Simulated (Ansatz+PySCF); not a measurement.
doublet TiN: levels of theory in one basis

```xyz
2

Ti    0.0000    0.0000    0.0000
N     0.0000    0.0000    1.6453
```

Basis set: def2-SVP (spherical functions). Frozen core: 6 orbitals. Correlation on ROHF uses semicanonical orbitals with singles. Charge 0, multiplicity 2.

Computed with Ansatz (development build ahead of 0.2.0); each method stands on the lowest determinant of its kind that the runs found.

```json
{"method": "ROHF", "E − E(ROHF) (eV)": "0.00", "<S²> of the determinant": "0.75"}
{"method": "UHF", "E − E(ROHF) (eV)": "-1.32", "<S²> of the determinant": "2.29"}
{"method": "UHF-MP2", "E − E(ROHF) (eV)": "-10.01", "<S²> of the determinant": "2.29"}
```

Task: What does ROHF-MP2 give on the same scale?

Result: -14.35 eV.

Task: Is a single determinant a sound starting point here?

Result: It is doubtful. Unrestricted orbitals lower Hartree–Fock by 1.32 eV and <S²> is 2.29 where a pure state has 0.75, a sign of strong static correlation.

Caution: another spin multiplicity may lie lower. Caution for ROHF, ROHF-MP2: an unrestricted determinant lies well below. Caution for UHF, UHF-MP2: the unrestricted determinant is a mixture of spin states.
